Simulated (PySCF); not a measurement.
Computed with PySCF with PBE-D3(BJ)/def2-TZVP // PBE0-D3(BJ)/def2-TZVP. All species are isolated molecules in the gas phase. 

Reference species (SMILES): `[BH]I` (neutral, multiplicity 2).

```yaml
dipole_moment: 0.68 D
```

Changed species: `I[B]I` (radical fragment; the reference has radical fragment).

Question: Predict the effect on the dipole moment.

Answer: the dipole moment rises by 0.05 D, to 0.73 D.
